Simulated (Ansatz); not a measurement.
C3H9Ga, singlet, at a GFN2-xTB geometry (such geometries of metal compounds can be far from the true shape); REVPBE/def2-SVP run with Ansatz (a program for electronic structure).

Ansatz was given this input:
Ansatz 0.2 input:
```yaml
crystal:
  periodic: [false, false, false]
  atoms:
    - {symbol: Ga, position_ang: [0.00000529, 0.00007777, 0.00001707]}
    - {symbol: C, position_ang: [-1.41606143, -1.46777541, -0.15992464]}
    - {symbol: H, position_ang: [-1.48153476, -1.83989675, -1.18661644]}
    - {symbol: H, position_ang: [-2.40675752, -1.08845087, 0.10745406]}
    - {symbol: H, position_ang: [-1.19263554, -2.31657722, 0.49209008]}
    - {symbol: C, position_ang: [-0.18761026, 1.72486456, -1.08412653]}
    - {symbol: H, position_ang: [0.68547600, 1.88408692, -1.72381582]}
    - {symbol: H, position_ang: [-0.26582509, 2.59518349, -0.42578806]}
    - {symbol: H, position_ang: [-1.07487761, 1.70536745, -1.72277656]}
    - {symbol: C, position_ang: [1.60364150, -0.25727270, 1.24402790]}
    - {symbol: H, position_ang: [2.25803039, 0.61864670, 1.24542668]}
    - {symbol: H, position_ang: [2.20028467, -1.12270684, 0.94083315]}
    - {symbol: H, position_ang: [1.27785633, -0.43696259, 2.27280363]}
basis:
  gaussian:
    orbitals: def2-SVP
hamiltonian:
  xc: revpbe
```

Problem. What does Ansatz print? Leave out banner, timings and long lists.

Solution. 
```
Functional definition: revPBE
1351 factors; their error is unknown
mean field evaluation 1: about -55601.6195 eV, gradient 9.3e1 eV
mean field evaluation 2: about -55574.9385 eV, gradient 1.3e2 eV
mean field evaluation 4: about -55622.0856 eV, gradient 8.2e0 eV
mean field evaluation 8: about -55622.1920 eV, gradient 1.4e-1 eV
mean field evaluation 16: about -55622.1419 eV, gradient 3.9e-5 eV
mean field -55622.14189126 eV, -2044.0760124618 hartree, gradient 3.9e-5 eV, S^2 0.000000; 0 other end points of the search recorded, 0 dependent functions left out
reference -55622.14194007 eV, -2044.0760142555 hartree; 29, 29 occupied and 90, 90 virtual orbitals, 1351 factors
Total energy: -55622.14194007 eV, -2044.0760142555 hartree
```
